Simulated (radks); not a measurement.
Results of a calculation; reference values are marked as such.
Valence configurations of Re I (all share [Xe]). Code: a radial shooting solver on a logarithmic mesh with Libxc functionals. Model: scalar-relativistic Kohn-Sham, PBE, spin-polarised, spherical densities, point nucleus; open shells are filled with parallel spins first (spin-orbit coupling, left out, can overturn this in heavy ions). Energies are relative to 4f14 5d5 6s2; eigenvalues in eV for spin up.

| valence | E (eV) | moment (Bohr magnetons) | e(4f) | e(5d) | e(6p) | e(6s) |
|---|---|---|---|---|---|---|
| 4f14 5d5 6s2 | 0.000 | 5 | -42.015 | -6.400 | - | -6.562 |
| 4f13 5d5 6s2 6p1 | 46.066 | 7 | -56.606 | -10.952 | -2.791 | -8.655 |
| 4f14 5d7 | 5.035 | 3 | -38.248 | -3.576 | - | - |
| 4f13.5 5d5 6s2 6p0.5 | 21.502 | 6 | -49.181 | -8.633 | -2.205 | -7.620 |
| 4f14 5d3 6s2 6p2 | 13.357 | 5 | -50.873 | -12.373 | -3.817 | -10.066 |
| 4f13 5d5 6s1 6p2 | 49.264 | 9 | -57.852 | -12.211 | -3.549 | -9.731 |
| 4f13 5d6 6s2 | 42.071 | 5 | -52.241 | -7.381 | - | -6.552 |
| 4f12 5d5 6s2 6p2 | 104.86 | 9 | -72.156 | -15.815 | -3.921 | -10.667 |
| 4f14 5d5 6s1 6p1 | 2.741 | 7 | -43.434 | -7.846 | -2.488 | -7.817 |
| 4f14 5d5 6p2 | 8.179 | 7 | -44.943 | -9.153 | -3.170 | - |

NIST lists [Xe] 4f14 5d5 6s2 as the ground configuration; this level of theory agrees among the configurations tried. The energies are those of spherical high-spin densities, not of single terms.
